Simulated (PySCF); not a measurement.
Isomers of C9H11OP.

All values: PBE0/pcSseg-1 (PySCF) at GFN2-xTB geometries, gas phase, one conformer each.

(1) Rank by dipole moment, lowest first.
A. `[OH:1][CH2:2][P:3]1[CH2:4][CH2:5][c:6]2[cH:7][cH:8][cH:9][cH:10][c:11]21` with H–O1–C2–P3 -63°, O1–C2–P3–C4 -71°, C2–P3–C4–C5 -77°, P3–C4–C5–C6 -23°, C4–C5–C6–C7 -165°, C2–P3–C11–C10 -94°
B. `[CH2:1]=[CH:2][CH:3]1[CH:4]=[CH:5][P:6]([C:7]([CH3:8])=[O:9])[CH:10]=[CH:11]1` with C1–C2–C3–C4 -120°, C5–P6–C7–C8 -50°, C2–C3–C4–C5 -81°, C4–C5–P6–C7 -133°, C5–P6–C10–C11 32°, C2–C3–C11–C10 80°
C. `[CH:1]#[C:2][CH2:3][P@@:4](=[O:5])([C:6]#[C:7][CH3:8])[CH:9]1[CH2:10][CH2:11]1` with C2–C3–P4–O5 -179°, C3–P4–C9–C10 92°
D. `[CH2:1]=[CH:2][C:3]1=[C:4]([CH3:5])[CH:6]=[CH:7][P@:8]1(=[O:9])[CH:10]=[CH2:11]` with C1–C2–C3–C4 173°, C7–P8–C10–C11 129°
E. `[CH2:1]=[CH:2][P@:3]([CH3:4])(=[O:5])[c:6]1[cH:7][cH:8][cH:9][cH:10][cH:11]1` with C1–C2–P3–C4 125°, C2–P3–C6–C7 123°
F. `[CH3:1][C:2]1=[CH:3][CH2:4][CH2:5][P:6]1[c:7]1[cH:8][cH:9][cH:10][o:11]1` with C5–P6–C7–C8 -47°, C2–C3–C4–C5 18°, C3–C4–C5–P6 -26°, C4–C5–P6–C7 -73°, C1–C2–P6–C5 167°

(2) Rank by the lowest Hirshfeld charge on any atom, highest value first.
A. `[CH3:1][P@@:2]1(=[O:3])[CH2:4][CH2:5][c:6]2[cH:7][cH:8][cH:9][cH:10][c:11]21` with C1–P2–C4–C5 84°, P2–C4–C5–C6 28°, C4–C5–C6–C7 160°, C1–P2–C11–C10 87°
B. `[CH3:1][C:2]#[C:3][P:4]([CH2:5][CH3:6])[c:7]1[cH:8][cH:9][o:10][cH:11]1` with C3–P4–C5–C6 171°, C3–P4–C7–C8 -22°
C. `[O:1]=[P@H:2]1[CH2:3][C@@H:4]([c:5]2[cH:6][cH:7][cH:8][cH:9][cH:10]2)[CH2:11]1` with C3–C4–C5–C6 56°, O1–P2–C3–C4 134°, P2–C3–C4–C5 -138°, C3–C4–C11–P2 15°, O1–P2–C11–C4 -134°
D. `[OH:1][CH2:2][P:3]1[CH2:4][c:5]2[cH:6][cH:7][cH:8][cH:9][c:10]2[CH2:11]1` with H–O1–C2–P3 62°, O1–C2–P3–C4 71°, C2–P3–C4–C5 77°, P3–C4–C5–C6 -165°, C9–C10–C11–P3 165°, C2–P3–C11–C10 -77°
E. `[CH2:1]=[CH:2][P@:3]([CH3:4])(=[O:5])[c:6]1[cH:7][cH:8][cH:9][cH:10][cH:11]1` with C1–C2–P3–C4 125°, C2–P3–C6–C7 123°

(3) Rank by HOMO energy, highest first.
A. `[CH3:1][c:2]1[cH:3][c:4]([CH:5]=[O:6])[c:7]([CH3:8])[p:9][c:10]1[CH3:11]` with C3–C4–C5–O6 1°
B. `[CH2:1]=[CH:2][P@:3]([CH3:4])(=[O:5])[c:6]1[cH:7][cH:8][cH:9][cH:10][cH:11]1` with C1–C2–P3–C4 125°, C2–P3–C6–C7 123°
C. `[O:1]=[P@H:2]1[CH2:3][C@@H:4]([c:5]2[cH:6][cH:7][cH:8][cH:9][cH:10]2)[CH2:11]1` with C3–C4–C5–C6 56°, O1–P2–C3–C4 134°, P2–C3–C4–C5 -138°, C3–C4–C11–P2 15°, O1–P2–C11–C4 -134°
D. `[OH:1][CH2:2][P:3]1[CH2:4][CH2:5][c:6]2[cH:7][cH:8][cH:9][cH:10][c:11]21` with H–O1–C2–P3 -63°, O1–C2–P3–C4 -71°, C2–P3–C4–C5 -77°, P3–C4–C5–C6 -23°, C4–C5–C6–C7 -165°, C2–P3–C11–C10 -94°
E. `[CH:1]#[C:2][CH2:3][P@@:4](=[O:5])([C:6]#[C:7][CH3:8])[CH:9]1[CH2:10][CH2:11]1` with C2–C3–P4–O5 -179°, C3–P4–C9–C10 92°
F. `[CH2:1]=[CH:2][CH:3]1[CH:4]=[CH:5][P:6]([C:7]([CH3:8])=[O:9])[CH:10]=[CH:11]1` with C1–C2–C3–C4 -120°, C5–P6–C7–C8 -50°, C2–C3–C4–C5 -81°, C4–C5–P6–C7 -133°, C5–P6–C10–C11 32°, C2–C3–C11–C10 80°

Answers

(1) A (0.91 D), F (1.64 D), B (2.70 D), E (3.73 D), C (4.02 D), D (4.34 D).

(2) B (-0.134 e), D (-0.226 e), E (-0.391 e), C (-0.401 e), A (-0.412 e).

(3) F (-6.37 eV), D (-6.50 eV), A (-7.06 eV), C (-7.21 eV), E (-7.43 eV), B (-7.58 eV).

All values together:

```
                     SMILES  μ (D)  HOMO (eV)  LUMO (eV)  lowest IAO charge (e)  highest IAO charge (e)  lowest Hirshfeld charge (e)  highest Hirshfeld charge (e)
            OCP1CCc2ccccc21   0.91      -6.50      -0.49             -0.541 (O)              +0.443 (P)                   -0.228 (O)                    +0.162 (H)
   C#CC[P@@](=O)(C#CC)C1CC1   4.02      -7.43       0.02             -0.910 (O)              +1.567 (P)                   -0.387 (O)                    +0.446 (P)
     C[P@@]1(=O)CCc2ccccc21   4.41      -7.34      -0.83             -0.918 (O)              +1.522 (P)                   -0.412 (O)                    +0.428 (P)
  C=CC1=C(C)C=C[P@]1(=O)C=C   4.34      -6.40      -2.05             -0.896 (O)              +1.510 (P)                   -0.385 (O)                    +0.417 (P)
     C=C[P@](C)(=O)c1ccccc1   3.73      -7.58      -0.95             -0.931 (O)              +1.536 (P)                   -0.391 (O)                    +0.431 (P)
           CC#CP(CC)c1ccoc1   2.00      -6.43       0.01             -0.438 (C)              +0.568 (P)                   -0.134 (C)                    +0.179 (P)
         Cc1cc(C=O)c(C)pc1C   2.25      -7.06      -2.11             -0.426 (C)              +0.319 (P)                   -0.222 (O)                    +0.119 (C)
           CC1=CCCP1c1ccco1   1.64      -6.03       0.08             -0.428 (C)              +0.498 (P)                   -0.124 (C)                    +0.142 (P)
O=[P@H]1C[C@@H](c2ccccc2)C1   4.07      -7.21      -0.51             -0.892 (O)              +1.395 (P)                   -0.401 (O)                    +0.411 (P)
            OCP1Cc2ccccc2C1   1.01      -6.83      -0.31             -0.540 (O)              +0.439 (P)                   -0.226 (O)                    +0.162 (H)
           C#CCP(CC)c1ccco1   1.72      -6.76      -0.41             -0.451 (C)              +0.519 (P)                   -0.126 (C)                    +0.165 (P)
      C=CC1C=CP(C(C)=O)C=C1   2.70      -6.37      -0.86             -0.477 (C)              +0.487 (P)                   -0.220 (O)                    +0.153 (P)
```

Conformers: `[OH:1][CH2:2][P:3]1[CH2:4][CH2:5][c:6]2[cH:7][cH:8][cH:9][cH:10][c:11]21` with H–O1–C2–P3 -63°, O1–C2–P3–C4 -71°, C2–P3–C4–C5 -77°, P3–C4–C5–C6 -23°, C4–C5–C6–C7 -165°, C2–P3–C11–C10 -94°; `[CH:1]#[C:2][CH2:3][P@@:4](=[O:5])([C:6]#[C:7][CH3:8])[CH:9]1[CH2:10][CH2:11]1` with C2–C3–P4–O5 -179°, C3–P4–C9–C10 92°; `[CH3:1][P@@:2]1(=[O:3])[CH2:4][CH2:5][c:6]2[cH:7][cH:8][cH:9][cH:10][c:11]21` with C1–P2–C4–C5 84°, P2–C4–C5–C6 28°, C4–C5–C6–C7 160°, C1–P2–C11–C10 87°; `[CH2:1]=[CH:2][C:3]1=[C:4]([CH3:5])[CH:6]=[CH:7][P@:8]1(=[O:9])[CH:10]=[CH2:11]` with C1–C2–C3–C4 173°, C7–P8–C10–C11 129°; `[CH2:1]=[CH:2][P@:3]([CH3:4])(=[O:5])[c:6]1[cH:7][cH:8][cH:9][cH:10][cH:11]1` with C1–C2–P3–C4 125°, C2–P3–C6–C7 123°; `[CH3:1][C:2]#[C:3][P:4]([CH2:5][CH3:6])[c:7]1[cH:8][cH:9][o:10][cH:11]1` with C3–P4–C5–C6 171°, C3–P4–C7–C8 -22°; `[CH3:1][c:2]1[cH:3][c:4]([CH:5]=[O:6])[c:7]([CH3:8])[p:9][c:10]1[CH3:11]` with C3–C4–C5–O6 1°; `[CH3:1][C:2]1=[CH:3][CH2:4][CH2:5][P:6]1[c:7]1[cH:8][cH:9][cH:10][o:11]1` with C5–P6–C7–C8 -47°, C2–C3–C4–C5 18°, C3–C4–C5–P6 -26°, C4–C5–P6–C7 -73°, C1–C2–P6–C5 167°; `[O:1]=[P@H:2]1[CH2:3][C@@H:4]([c:5]2[cH:6][cH:7][cH:8][cH:9][cH:10]2)[CH2:11]1` with C3–C4–C5–C6 56°, O1–P2–C3–C4 134°, P2–C3–C4–C5 -138°, C3–C4–C11–P2 15°, O1–P2–C11–C4 -134°; `[OH:1][CH2:2][P:3]1[CH2:4][c:5]2[cH:6][cH:7][cH:8][cH:9][c:10]2[CH2:11]1` with H–O1–C2–P3 62°, O1–C2–P3–C4 71°, C2–P3–C4–C5 77°, P3–C4–C5–C6 -165°, C9–C10–C11–P3 165°, C2–P3–C11–C10 -77°; `[CH:1]#[C:2][CH2:3][P:4]([CH2:5][CH3:6])[c:7]1[cH:8][cH:9][cH:10][o:11]1` with C2–C3–P4–C5 69°, C3–P4–C5–C6 174°, C3–P4–C7–C8 138°; `[CH2:1]=[CH:2][CH:3]1[CH:4]=[CH:5][P:6]([C:7]([CH3:8])=[O:9])[CH:10]=[CH:11]1` with C1–C2–C3–C4 -120°, C5–P6–C7–C8 -50°, C2–C3–C4–C5 -81°, C4–C5–P6–C7 -133°, C5–P6–C10–C11 32°, C2–C3–C11–C10 80°.
